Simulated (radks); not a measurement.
Values are calculated unless marked as measured or tabulated.
Question: The mean radii <r> (bohr) of the occupied orbitals of an atom or ion are listed with their occupations. Code: a radial shooting solver on a logarithmic mesh with Libxc functionals. Model: scalar-relativistic Kohn-Sham, PBE, spin-unpolarised, spherical densities, finite nucleus; Fermi nuclear charge, rms radius of each element as measured or else 0.836 A^(1/3) + 0.57 fm.

orbital  occ.      <r>
1s          2  0.01774
2s          2  0.07491
2p          6  0.06728
3s          2   0.1939
3p          6   0.1945
3d         10   0.1762
4s          2   0.4319
4p          6   0.4593
4d         10   0.4887
5s          1   0.9981
4f         14   0.5533
5p          6    1.150
5d          6    1.597
6p          1    3.151

Name the element and its charge.

Answer: Z = 76, osmium, charge +2: Os2+ in [Kr] 4d10 4f14 5s1 5p6 5d6 6p1. The 1s radius gives Z: for a bare nucleus <r> = (2 gamma + 1)/(2Z) with gamma = sqrt(1 - (Z/c)^2), 0.01753 bohr for Z = 76, and screening makes it slightly larger (0.01774 here). The occupations add up to 74, and the charge is Z minus that.
